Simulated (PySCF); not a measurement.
## Basis-set dependence of excited states

Species: C3H9BSi.
SMILES: `BC(=C)[SiH2]C`

TDDFT with PBE0 (PySCF), vertical singlets, core orbitals frozen in the response, spherical d and f functions. One conformer (not necessarily the lowest) at the PBE0-D3(BJ)/def2-SVP geometry, without solvent, vibrations or thermal averaging.

**Question.** Compare 6-31G*, 6-31+G*, def2-SVP, def2-SVPD, aug-cc-pVDZ, def2-TZVP and def2-TZVPD for this molecule.

**Answer.** 

| basis | functions | diffuse | S1 (eV) | S2 (eV) | S3 (eV) | S4 (eV) | S5 (eV) | LUMO (eV) | α (au) |
| --- | --- | --- | --- | --- | --- | --- | --- | --- | --- |
| 6-31G* | 92 | no | 4.50 | 5.36 | 5.63 | 6.01 | 6.56 | -1.89 | 66.6 |
| 6-31+G* | 112 | yes | 4.43 | 5.28 | 5.47 | 5.88 | 6.41 | -2.16 | 75.2 |
| def2-SVP | 119 | no | 4.41 | 5.22 | 5.51 | 5.84 | 6.44 | -2.14 | 70.9 |
| def2-SVPD | 176 | yes | 4.37 | 5.19 | 5.43 | 5.77 | 6.37 | -2.23 | 80.5 |
| aug-cc-pVDZ | 200 | yes | 4.35 | 5.19 | 5.39 | 5.77 | 6.34 | -2.22 | 82.3 |
| def2-TZVP | 215 | no | 4.35 | 5.21 | 5.42 | 5.79 | 6.35 | -2.21 | 78.4 |
| def2-TZVPD | 272 | yes | 4.34 | 5.20 | 5.41 | 5.78 | 6.34 | -2.23 | 81.8 |

States are compared by their number. Against the largest diffuse basis here (def2-TZVPD, itself not a converged limit), sets without diffuse functions differ by up to 0.16 eV in S1 and 0.23 eV in S5; the smaller diffuse sets differ by up to 0.08 and 0.08 eV. S1 is led by HOMO-1→LUMO (81%) in 6-31G* and by HOMO→LUMO (79%) in def2-TZVPD. State by state, the largest deviation of a set without diffuse functions is S1 0.16, S2 0.16, S3 0.22, S4 0.24, S5 0.23 eV. The same number needn't mean the same state in each row. Against def2-TZVPD the polarisability deviates by -19% in 6-31G*, -8% in 6-31+G*, -13% in def2-SVP, -2% in def2-SVPD, +1% in aug-cc-pVDZ, -4% in def2-TZVP. A single + in a Pople set puts diffuse functions on heavy atoms only.
